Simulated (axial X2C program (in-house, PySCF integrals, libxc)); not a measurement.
Nuclear properties of SbCO

Computed with an axial X2C code built on PySCF integrals: two-component X2C with atomic mean-field Coulomb and Gaunt terms, Gaussian nuclei, basis Sb dyall-v3z, C dyall-v3z, O dyall-av3z with contracted cores.

Sb–C–O held linear, with bonds 2.036 and 1.148 Å (near the PBE0 minimum at charge 0 of the determinant lowest at the starting distance; the state shown can have its own minimum elsewhere, held linear; other orders of the atoms were not compared).

Determinant lowest in the PBE0 search, Ω = 3/2 (⟨Sz⟩ = 0.50, ⟨Lz⟩ = 1.00 at PBE0), spin on the atoms Sb 0.42, C 0.03, O 0.05:

```csv
level,Eeff magnitude (GV/cm),Ws magnitude Sb (kHz),A∥/gI Sb (MHz),qzz Sb (a.u.),A∥/gI C (MHz),qzz C (a.u.),A∥/gI O (MHz),qzz O (a.u.),μ (D)
PBE0,1.23,0.407,313,4.65,5.33,-0.62,38.6,-0.17,-0.95
HF,3.13,1.15,294,5.93,-0.0955,-0.89,47.6,-0.25,-0.44
BHandHLYP,1.42,0.479,348,5.35,4.6,-0.74,40,-0.21,-0.90
```

Determinant 0.30 eV from it at PBE0 and this distance, Ω = 1/2 (⟨Sz⟩ = -0.50, ⟨Lz⟩ = 1.00 at PBE0), spin on the atoms Sb -0.47, C 0.01, O -0.03:

| level | Eeff magnitude (GV/cm) | Ws magnitude Sb (kHz) | A∥/gI Sb (MHz) | qzz Sb (a.u.) | A∥/gI C (MHz) | qzz C (a.u.) | A∥/gI O (MHz) | qzz O (a.u.) | μ (D) |
| --- | --- | --- | --- | --- | --- | --- | --- | --- | --- |
| PBE0 | 0.868 | 1.16 | 2700 | 4.00 | 57.9 | -0.61 | 141 | -0.16 | -1.05 |
| HF | 0.639 | 0.706 | 2460 | 4.97 | 63.6 | -0.84 | 185 | -0.21 | -0.87 |
| BHandHLYP | 0.962 | 1.27 | 2640 | 4.69 | 49 | -0.73 | 134 | -0.20 | -1.01 |

Eeff is the effective electric field on the electron electric dipole moment in this Ω state and Ws the scalar–pseudoscalar constant of the nucleus named (defined with the proton number Z and per Ω); A∥ (defined per Ω) follows by multiplying with gI = μI/(I μN); qzz is the electric field gradient, eQq0 = 234.96 MHz × Q/barn × qzz; μ is positive if the O end (last atom) is positive. The operators were transformed with the bare-nucleus X2C matrices; with these basis sets, hyperfine constants and field gradients can be off by tens of per cent, and where levels differ in sign neither size nor sign is settled.

With gI(121Sb) = 1.3454, Q(121Sb) = -0.543 barn, gI(17O) = -0.7575, Q(17O) = -0.02558 barn (g factors from the IAEA table of nuclear moments by Stone; Q from Pyykkö, Mol. Phys. 2018), turn the PBE0 values of the first state into constants in MHz.

A∥(121Sb) = 313 × 1.3454 = 421 MHz; eQq0(121Sb) = 234.96 × (-0.543) × (4.65) = -593 MHz; A∥(17O) = 38.6 × -0.7575 = -29.2 MHz; eQq0(17O) = 234.96 × (-0.02558) × (-0.17) = 1.02 MHz.

The molecule was held linear; bending was not examined, so a bent shape may lie lower.

Each state is one determinant with collinear spin. Unrestricted Hartree–Fock can overshoot spin polarisation at the nuclei. In the state Ω = 1/2 the sign of Eeff differs between levels (HF against PBE0). Where Eeff spreads by more than a factor of two the levels disagree and none is to be relied on. The search compared states at one distance, so a state with another bond length can lie lower. The sign of Ws at Sb differs between levels in the second state. Where a field gradient or hyperfine factor spreads by more than a factor of two over the levels, a constant derived from it is not to be relied on. PBE0 term energies can be off by some tenths of an eV.
